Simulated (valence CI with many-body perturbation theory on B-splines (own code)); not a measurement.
The numbers below are computed, except where a source is named.
# Se XXII: configurations and terms from energies and g

Level of theory: valence CI with perturbative core correlation (CI+MBPT): three valence electrons over a frozen Dirac-Fock core [Ne], radial functions for each j: 11 s, 11 p, 9 d, 7 f, 5 g, 2 h, 1 i, with the one-electron correlation potential Σ1 (screened to all orders), the two-electron term Σ2, the three-electron term Σ3, Breit, model QED; selected single and double excitations, second order for the rest (own B-spline code, finite nucleus).

No measured levels were compared; by estimate levels of excited configurations hold to 0.05 to 0.15 % of their energy, terms of the ground configuration to about 0.5 %.

| No. | J | Parity | E (eV) | g |
| --- | --- | --- | --- | --- |
| 1 | 1/2 | odd | 0.00 | 0.663 |
| 2 | 3/2 | odd | 9.13 | 1.332 |
| 3 | 1/2 | even | 46.07 | 2.616 |
| 4 | 3/2 | even | 50.69 | 1.721 |
| 5 | 5/2 | even | 54.41 | 1.543 |
| 6 | 3/2 | even | 63.75 | 0.827 |
| 7 | 5/2 | even | 66.28 | 1.254 |
| 10 | 3/2 | even | 83.97 | 1.305 |
| 11 | 3/2 | even | 94.21 | 0.807 |
| 12 | 5/2 | even | 95.45 | 1.199 |
| 16 | 3/2 | odd | 127.96 | 0.437 |
| 17 | 5/2 | odd | 129.85 | 1.041 |
| 18 | 7/2 | odd | 132.76 | 1.246 |
| 19 | 1/2 | odd | 133.04 | 0.663 |

Energies count from the lowest level. Strongly mixed levels and levels close to another of their J and parity are left out, so the numbers can have gaps.

(1) Give configuration and LS term of each level.

Answers

(1) 1: 3s2.3p 2P°; 2: 3s2.3p 2P°; 3: 3s.3p2 4P; 4: 3s.3p2 4P; 5: 3s.3p2 4P; 6: 3s.3p2 2D; 7: 3s.3p2 2D; 10: 3s.3p2 2P; 11: 3s2.3d 2D; 12: 3s2.3d 2D; 16: 3s.3p.3d 4F°; 17: 3s.3p.3d 4F°; 18: 3s.3p.3d 4F°; 19: 3p3 2P°.
